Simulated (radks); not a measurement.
The numbers below are computed, except where a source is named.
Removal energies from the chromium ion Cr12+, [Ne] 3s2, by Delta-SCF beside the eigenvalue of the level emptied. Level of theory: scalar-relativistic Kohn-Sham, PBE, spin-polarised, spherical densities, finite nucleus; Fermi nuclear charge, rms radius of each element as measured or else 0.836 A^(1/3) + 0.57 fm (a radial shooting solver on a logarithmic mesh with Libxc functionals). Open shells are filled with parallel spins first.

removed from  final configuration  Delta-SCF (eV)  -eigenvalue (eV)
3s                       [Ne] 3s1          354.46            341.44
2p               [He] 2s2 2p5 3s2          931.54            891.23
2s               [He] 2s1 2p6 3s2          1030.5            994.99
1s                1s1 2s2 2p6 3s2          6359.9            6226.2
